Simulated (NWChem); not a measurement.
System: MgHBr; SMILES [MgH][Br]

NWChem printed, in part:

```
             Northwest Computational Chemistry Package (NWChem) 7.3.0
             --------------------------------------------------------

 ORDER OF PRIMARY AXIS IS BEING SET TO 4
 C4V symmetry detected
  decreasing threquiv to    1.0000000000000000E-003
 ORDER OF PRIMARY AXIS IS BEING SET TO 4
 CS  symmetry detected

 AUTOZ failed to generate good internal coordinates.
 Cartesian coordinates will be used in optimizations.

                             Geometry "geometry" -> ""
                             -------------------------

 Output coordinates in angstroms (scale by  1.889725989 to convert to a.u.)

  No.       Tag          Charge          X              Y              Z
 ---- ---------------- ---------- -------------- -------------- --------------
    1 Mg                  12.0000     0.00029399    -1.65376996     0.00000000
    2 H                    1.0000    -0.00292169    -3.21686029     0.00000000
    3 Br                  35.0000    -0.00001732     0.65891714     0.00000000

 Effective nuclear repulsion energy (a.u.)     104.9434969284

      Symmetry information
      --------------------

 Group name             Cs
 Group number              2
 Group order               2
 No. of unique centers     3

                           NWChem Geometry Optimization
                           ----------------------------

 maximum gradient threshold         (gmax) =   0.000450
 rms gradient threshold             (grms) =   0.000300
 maximum cartesian step threshold   (xmax) =   0.001800
 rms cartesian step threshold       (xrms) =   0.001200
 fixed trust radius                (trust) =   0.300000
 source of zmatrix                         =

          -------------------
          Energy Minimization
          -------------------

 Using diagonal initial Hessian

          --------
          Step   0

                                 NWChem DFT Module
                                 -----------------

 Summary of "ao basis" -> "ao basis" (spherical)
 ------------------------------------------------------------------------------
       Tag                 Description            Shells   Functions and Types
 ---------------- ------------------------------  ------  ---------------------
 Mg                          6-31g*                  8       18   4s3p1d
 H                           6-31g*                  2        2   2s
 Br                          6-31g*                 12       32   5s4p3d

      Symmetry analysis of basis
      --------------------------

        a'         37
        a"         15

[...]

      ----------------------
      Optimization converged
      ----------------------

  Step       Energy      Delta E   Gmax     Grms     Xrms     Xmax
  ---- ---------------- -------- -------- -------- -------- --------
@    4   -2774.61958596 -4.9D-07  0.00002  0.00001  0.00070  0.00164
                                     ok       ok       ok       ok

                         Geometry "geometry" -> "geometry"
                         ---------------------------------

 Output coordinates in angstroms (scale by  1.889725989 to convert to a.u.)

  No.       Tag          Charge          X              Y              Z
 ---- ---------------- ---------- -------------- -------------- --------------
    1 Mg                  12.0000    -0.00054275    -1.62468461     0.00000000
    2 H                    1.0000    -0.00250973    -3.31959316     0.00000000
    3 Br                  35.0000     0.00040745     0.73256465     0.00000000

 Effective nuclear repulsion energy (a.u.)     102.6027880956

      Symmetry information
      --------------------

 Group name             Cs
 Group number              2
 Group order               2
 No. of unique centers     3

[...]

 Rotational Constants
 --------------------
 A= ********** cm-1  (********** K)
 B=   1.988375 cm-1  (  2.860764 K)
 C=   1.988374 cm-1  (  2.860763 K)

 Temperature                      =   298.15K
 frequency scaling parameter      =   1.0000

 Zero-Point correction to Energy  =    5.320 kcal/mol  (  0.008477 au)
 Thermal correction to Energy     =    7.304 kcal/mol  (  0.011639 au)
 Thermal correction to Enthalpy   =    7.896 kcal/mol  (  0.012583 au)

 Total Entropy                    =   38.852 cal/mol-K
   - Translational                =   35.687 cal/mol-K (mol. weight =  26.0007)
   - Rotational                   =    2.129 cal/mol-K (symmetry #  =        1)
   - Vibrational                  =    1.036 cal/mol-K

 Cv (constant volume heat capacity) =    7.545 cal/mol-K
   - Translational                  =    2.979 cal/mol-K
   - Rotational                     =    2.979 cal/mol-K
   - Vibrational                    =    1.587 cal/mol-K

[normal modes left out]

 ----------------------------------------------------------------------------
 Normal Eigenvalue ||           Projected Infra Red Intensities
  Mode   [cm**-1]  || [atomic units] [(debye/angs)**2] [(KM/mol)] [arbitrary]
 ------ ---------- || -------------- ----------------- ---------- -----------
    1       -0.000 ||    0.000000           0.000         0.000       0.000
    2       -0.000 ||    0.000717           0.017         0.699       0.035
    3        0.000 ||    0.034378           0.793        33.513       1.661
    4        0.000 ||    0.198547           4.581       193.553       9.593
    5        0.000 ||    0.210617           4.859       205.320      10.176
    6        0.000 ||    0.011961           0.276        11.661       0.578
    7      383.586 ||    0.430863           9.940       420.026      20.817
    8     1648.640 ||    0.010321           0.238        10.062       0.499
    9     1690.628 ||    0.965383          22.272       941.103      46.642
 ----------------------------------------------------------------------------
```

Level: B3LYP/6-31G* (spherical d). This build's default masses of Se (78.918 u) and Br (79.917 u) are each other's, which moves their modes by up to 0.6 %. B3LYP is NWChem's, with the RPA form of VWN correlation.

Task: Which NWChem input produces such a log?

Result: One answer among several that fit: the input that was run:
```
start job
memory heap 200 mb stack 900 mb global 1100 mb
geometry units angstroms
  Mg    -1.027246    -0.315201    -1.370272
  H     -1.951327    -0.595444    -2.599418
  Br     0.337080     0.103388     0.449596
end
basis spherical
  * library 6-31g*
end
dft
  xc b3lyp
  iterations 150
end
driver
  maxiter 120
end
task dft optimize
task dft freq
```
